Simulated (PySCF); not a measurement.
Multinuclear NMR of C7H8O3

Atoms are numbered as in `[CH3:1][O:2]/[CH:3]=[CH:4]/[C:5]1=[CH:6][CH2:7][O:8][C:9]1=[O:10]`; H(Xn) means a hydrogen on atom n.

- PBE0/pcSseg-1 with gauge-including orbitals
- GFN2-xTB geometry
- code: PySCF 2.14.0 with density-fitted response routines
- no solvent, averaged over atoms made equivalent by symmetry, fast rotation or ring inversion, no relativistic terms, single conformer

Q: Where does 17O resonate?

A: 
```csv
atoms,environment,σ (ppm),δ (ppm)
O10,ester carbonyl oxygen,-61.3,322.5
O8,ester alkoxy oxygen,124.1,153.7
O2,ether oxygen,206.4,78.7
```

Shieldings were converted by a linear fit to measured shifts: 17O: δ = 266.70 − 0.911σ (rms 10.7 ppm, 155 shifts, 12.2 ppm with the 3 outliers that the fit left out vs liquid water, solution or neat liquid). Occasional misses reach two or three times the rms, and more in compound classes unlike the fitted ones.

On a 600 MHz spectrometer 17O resonates near 81.3 MHz, so 1 ppm is 81.3 Hz.
